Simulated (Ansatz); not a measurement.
Correlation energies of `[NH3+][Al-]([OH])([OH])[OH]` by basis set

Cartesian coordinates in Å:
```
N -0.6981 -0.7107 1.1041
Al 0.2475 0.2514 -0.3915
O -1.0343 1.2747 -0.9191
O 0.6462 -1.0976 -1.3860
O 1.5242 0.9784 0.5080
H -1.6840 -0.4715 1.1025
H -0.2961 -0.4441 1.9965
H -0.6025 -1.7137 0.9864
H -0.9138 2.2208 -0.9619
H 0.3756 -1.1233 -2.3010
H 2.4354 0.8354 0.2618
```

The species carries charge 0 and has multiplicity 1. The structure was optimised at the PBE0-D4/def2-TZVP level. It is one conformer, not always the lowest. Frozen core, restricted reference, Ansatz 0.2.0. CBS rows extrapolate triple and quadruple zeta; past MP2 they add the triple-zeta difference.

```
     basis     HF (Eh)  MP2 corr.  CCSD corr.       (T)  CCSD(T) total
  def2-SVP  -524.36841   -0.81346    -0.84450  -0.01603     -525.22894
def2-TZVPP  -524.81870   -1.04201           ?         ?              ?
def2-QZVPP           ?   -1.12571           –         –              –
 CBS(def2)  -524.84385   -1.18772           ?     as TZ              ?
```

**Question.** Fill in the withheld values. (Best estimate.)

**Answer.** Computed: def2-TZVPP CCSD corr.: -1.06074; def2-TZVPP (T): -0.03555; def2-TZVPP CCSD(T) total: -525.91499; def2-QZVPP HF (Eh): -524.84081; CBS(def2) CCSD corr.: -1.20645; CBS(def2) CCSD(T) total: -526.08585.
